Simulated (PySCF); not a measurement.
GeO and its ions

RHF-CCSD(T); PySCF, no relativity, basis sets Ge pcseg-1, O pcseg-1. Neutral (RHF): singlet (closed shell), Re = 1.666 Å, ωe = 925 cm⁻¹, De = 6.04 eV.

GeO⁺ (UHF): doublet (π ↑), Re = 1.826 Å, ωe = 688 cm⁻¹, De = 3.09 eV to Ge⁺ + O. The energies at the minima are -2150.21942 hartree for GeO and -2149.82472 for GeO⁺.

Question: Work out the adiabatic ionisation energy, without and with harmonic zero-point energies (1 hartree = 27.2114 eV, 1 eV = 8065.5 cm⁻¹), and the change of the bond length.

Answer: At CCSD(T): 0.39470 hartree = 10.740 eV between the minima; the zero-point term (688.0 − 925.0)/2 cm⁻¹ = -0.015 eV makes it 10.726 eV. Re changes by +16.0 pm against the neutral. The electron leaves a π orbital, and the longer bond of the ion fits a bonding orbital, or a change in how ionic the bond is.

Correlated steps freeze 10 core orbitals. Correlated levels converge slowly with the basis: in double zeta they bind strong bonds too weakly, by up to about 1 eV, and carry superposition errors of some tenths. Spin–orbit coupling is left out. For an ion De counts to the pair picked by the measured ionisation energies or electron affinities, which need not be the lowest pair at this level. Where the molecule has an RHF reference, its open-shell atoms are computed with UHF. The CCSD T1 diagnostic is raised in GeO, a sign that a single reference may not be enough there. States were picked by a PBE0 search and need not be the measured ground states.

Neutral and ion stand on different kinds of reference determinant, which adds to the error of the difference.
